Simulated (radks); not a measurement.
Question: The mean radii <r> (bohr) of the occupied orbitals of an atom or ion are listed with their occupations. Calculated with a radial shooting solver on a logarithmic mesh with Libxc functionals: scalar-relativistic Kohn-Sham, r2SCAN, spin-polarised, spherical densities, finite nucleus; meta-GGA in the generalised Kohn-Sham scheme; Fermi nuclear charge, rms radius of each element as measured or else 0.836 A^(1/3) + 0.57 fm.

orbital  occ.      <r>
1s up       1  0.02782
1s down     1  0.02782
2s up       1   0.1198
2s down     1   0.1198
2p up       3   0.1048
2p down     3   0.1048
3s up       1   0.3213
3s down     1   0.3213
3p up       3   0.3196
3p down     3   0.3195
3d up       5   0.2965
3d down     5   0.2964
4s up       1   0.7579
4p up       3   0.8084
4p down     3   0.8103
4d up       5   0.9231
4d down     5   0.9232
5s up       1    1.725

Name the element and its charge. Open shells, if any, are filled with parallel spins first.

Answer: Z = 52, tellurium, charge +6: Te6+ in [Ar] 3d10 4s1 4p6 4d10 5s1. The 1s radius gives Z: for a bare nucleus <r> = (2 gamma + 1)/(2Z) with gamma = sqrt(1 - (Z/c)^2), 0.02741 bohr for Z = 52, and screening makes it slightly larger (0.02782 here). The occupations add up to 46, and the charge is Z minus that.
